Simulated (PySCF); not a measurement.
H4N2Zn.

```xyz
7

Zn     0.0000     0.0000     0.0200
N     -0.0654    -1.8134    -0.0876
H      0.7698    -2.2848    -0.4158
H     -0.4019    -2.3095     0.7294
N      0.0654     1.8134    -0.0876
H     -0.7698     2.2848    -0.4158
H      0.4019     2.3095     0.7294
```

Geometry: TPSSh-D3(BJ)/def2-TZVP. One conformer was computed; it need not be the lowest.

Computed with B3LYP/pcSseg-1 in PySCF. Non-relativistic, no solvent.

Computed absolute GIAO shielding of each atom: isotropic value and principal components (ppm):
```csv
atom,σ(iso),σ11,σ22,σ33,span
Zn1,1467.3,1000.0,1004.3,2397.6,1397.6
N2,284.7,246.0,302.1,305.9,59.9
H3,32.2,23.8,26.8,46.0,22.2
H4,32.3,23.9,26.9,46.1,22.2
N5,284.7,246.0,302.1,305.9,59.9
H6,32.2,23.8,26.8,46.0,22.2
H7,32.3,23.9,26.9,46.1,22.2
```
